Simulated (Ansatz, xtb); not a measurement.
Molecule: NiH, net charge 0, doublet state. The spin state was set by rule; other spins were not relaxed. 
Structure (B3LYP-D3(BJ)/def2-TZVP (Ansatz, a quantum-chemistry and plane-wave program) minimum search):
SMILES: [NiH]
```xyz
2

Ni     0.0000     0.0000    -0.0508
H      0.0000     0.0000     1.4235
```
Charge 0, spin multiplicity 2.

Harmonic wavenumbers from GFN2-xTB (xtb, at its own minimum), cm⁻¹: 1269.

**Question.** Give the harmonic wavenumbers at B3LYP-D3(BJ)/def2-TZVP (Ansatz, finite differences of forces, unscaled).

**Answer.** 1918 cm⁻¹. Zero-point energy 2.7 kcal/mol.

**Question.** From these and the geometry, give the ideal-gas thermochemistry at 298.15 K and 1 atm (rigid rotor, harmonic oscillator).

**Answer.** Point group C∞v, rotational symmetry number 1. Rotational constants 234.6, 234.6 GHz. S(trans) 38.18, S(rot) 8.50, S(vib) 0.00, S(elec, spin only) 1.38, S 48.1 cal/(mol K). H(298) - H(0) 2.07 kcal/mol; G - E(el) -9.5 kcal/mol.
